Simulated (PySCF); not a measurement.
Spectrum to structure. Method used: TDDFT PBE0/def2-SVPD, vertical, gas phase, core orbitals frozen in the response in PySCF. Geometries: GFN2-xTB, one conformer each.

```
state  E (eV)       f
   S1    3.29  0.0003
   S2    3.90  0.0005
   S3    4.66   0.087
   S4    5.23   0.016
   S5    5.46  0.0003
   S6    6.31  0.0014
```

Question: Which structure fits?
A. `O=COC1=CCOC1`
B. `CCC(=O)O[SiH2][SiH3]`
C. `C=C(OC)C(=O)C=O`

Answer: C. Its S1, at 3.29 eV, is the lowest among the candidates; the nearest of the others has S1 at 5.31 eV. S1 is HOMO→LUMO (95%). Löwdin shares by element: HOMO oxygen 62% or more, carbon 24% or more; LUMO carbon 57% or more, oxygen 24% or more (atoms not listed hold the other 18%). At the same level the other candidates give, for their lowest levels:
- `CCC(=O)O[SiH2][SiH3]`: 5.96 eV (f 0.001); 6.57 eV (f 0.063); 7.01 eV (f 0.001); 7.02 eV (f 0.022); 7.11 eV (f 0.000); T1 5.47 eV; HOMO -8.05, LUMO -0.38 eV
- `O=COC1=CCOC1`: 5.31 eV (f 0.082); 5.67 eV (f 0.002); 6.34 eV (f 0.061); 6.53 eV (f 0.005); 6.92 eV (f 0.004); T1 4.10 eV; HOMO -7.01, LUMO -0.81 eV

The values belong to the conformer `[CH2:1]=[C:2]([O:3][CH3:4])[C:5](=[O:6])[CH:7]=[O:8]`: C1–C2–O3–C4 2°, C1–C2–C5–O6 9°, C2–C5–C7–O8 87°.
Triplets come from the Tamm–Dancoff approximation.
